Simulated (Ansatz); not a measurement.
Relaxation of BrGaH4 (6 atoms, charge 0, multiplicity 1), to a largest force component of 0.03 eV/Å in at most 50 steps.

Level of theory: Ansatz 0.2.0, RKS PBE0-D4/def2-SVP.

```xyz
6
Properties=species:S:1:pos:R:3
Ga -0.012 0.255 -0.060
H -0.014 0.233 1.516
H 1.367 0.291 -0.800
H -1.389 0.284 -0.804
Br 0.121 -3.022 1.462
H 0.084 -1.583 1.902
```

Task: Where does it end, and by what steps?

Result: The forces met the threshold. After 10 steps the energy has fallen by 0.203 eV; Br5 moved furthest, 0.70 Å. Joined: Ga1–Br5 (3.62 → 2.90 Å).

| step | energy less start (eV) | largest force component (eV/Å) | accepted |
| --- | --- | --- | --- |
| 0 | 0.0000 | 1.401 | yes |
| 1 | -0.0620 | 0.146 | yes |
| 2 | -0.0716 | 0.115 | yes |
| 3 | -0.1014 | 0.477 | yes |
| 4 | -0.1052 | 0.691 | yes |
| 5 | -0.1579 | 0.131 | yes |
| 6 | -0.1821 | 0.337 | yes |
| 7 | -0.2001 | 0.047 | yes |
| 8 | -0.2014 | 0.038 | yes |
| 9 | -0.2029 | 0.066 | yes |
| 10 | -0.2030 | 0.010 | yes |

```xyz
6
Properties=species:S:1:pos:R:3
Ga 0.001 0.201 -0.004
H -0.006 0.741 1.477
H 1.362 0.106 -0.784
H -1.362 0.029 -0.768
Br 0.083 -2.526 0.969
H 0.079 -2.095 2.327
```

Whether the end is a true minimum wasn't checked by a vibrational analysis.

Run time: 12 s on 2 threads of Intel(R) Xeon(R) 6975P-C (Granite Rapids), with other jobs on the host, peak memory 0.19 GiB.
